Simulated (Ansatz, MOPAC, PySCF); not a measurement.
Pair of molecules: HCl (SMILES Cl) (first 2 atoms) with CH5N (SMILES CN); geometry from B3LYP-D3(BJ)/def2-TZVP, rigid monomers moved along the line of their centres of mass till Cl1···N4 is 4.35 Å.
(charge 0, multiplicity 1):
```xyz
9

Cl     0.013    -0.032     0.037
H     -0.194     0.392    -1.158
C     -0.142     0.531     4.788
N      0.407    -0.738     4.314
H     -1.160     0.643     4.412
H      0.444     1.352     4.373
H     -0.167     0.647     5.880
H     -0.129    -1.521     4.666
H      1.361    -0.861     4.629
```

Interaction energies are E(AB) − E(A) − E(B) at the monomers' geometry in the complex; basis-set methods are counterpoise corrected. Rows marked so take none.

Rows in 3-21G, 6-31G* carry no dispersion term and start afresh at each structure (6-31G* with six Cartesian d functions). MP2/6-31G* freezes PySCF's default core. The state that PM6 reach isn't checked.

Run with Ansatz (a first-principles code); MOPAC for PM6 (differences of heats of formation); PySCF for 3-21G rows, 6-31G* rows, the dispersion terms. Values without a source in brackets are computed.

```json
[
 {"level": "PM6", "interaction energy (kcal/mol)": "0.35"},
 {"level": "HF/3-21G (no counterpoise)", "interaction energy (kcal/mol)": "0.46"},
 {"level": "PBE/def2-TZVPPD", "interaction energy (kcal/mol)": "-0.28"},
 {"level": "r2SCAN-D3(BJ)/def2-TZVPPD", "interaction energy (kcal/mol)": "-0.39"},
 {"level": "B3LYP/6-31G*", "interaction energy (kcal/mol)": "0.18"},
 {"level": "B3LYP-D4/def2-TZVPPD", "interaction energy (kcal/mol)": "-0.36"},
 {"level": "PBE0-D4/def2-TZVPPD", "interaction energy (kcal/mol)": "-0.46"},
 {"level": "wB97M-V/def2-TZVPPD", "interaction energy (kcal/mol)": "-0.40"},
 {"level": "MP2/6-31G* (no counterpoise)", "interaction energy (kcal/mol)": "(withheld)"}
]
```

Task: What belongs in the gaps?

Result: 
- MP2/6-31G* (no counterpoise), interaction energy (kcal/mol): -0.14
